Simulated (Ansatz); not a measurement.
Input file for Ansatz (a program for electronic structure): R-CCSD(T)/cc-pV(T+d)Z on O3Si3 (SMILES [o+]1[si-][o+][si-][o+][si-]1). The basis file is the Basis Set Exchange's JSON of that set.

Ansatz 0.2 input:
```yaml
crystal:
  periodic: [false, false, false]
  atoms:
    - {symbol: Si, position_ang: [1.80317377, 0.00000000, -0.00000000]}
    - {symbol: O, position_ang: [0.75001601, 1.29906570, -0.00000000]}
    - {symbol: Si, position_ang: [-0.90158713, 1.56159957, 0.00000000]}
    - {symbol: O, position_ang: [-1.50003153, -0.00000000, -0.00000000]}
    - {symbol: Si, position_ang: [-0.90158713, -1.56159957, -0.00000000]}
    - {symbol: O, position_ang: [0.75001601, -1.29906570, 0.00000000]}
basis:
  gaussian:
    orbitals: cc-pV_T+d_Z.json
magnetization: {spin_polarized: false}
correlation: {method: ccsd_t, electrons: outside_noble_gas}
scf: {lower_state_search: off}
```

Problem. What total energy does the run end on?

Solution. -1092.7754 hartree (reference determinant -1091.7369, T1 diagnostic 0.017).

Problem. How many basis functions does it have, and what does it roughly cost on one machine?

Solution. 207 functions; about 70 core-seconds (a rough figure).
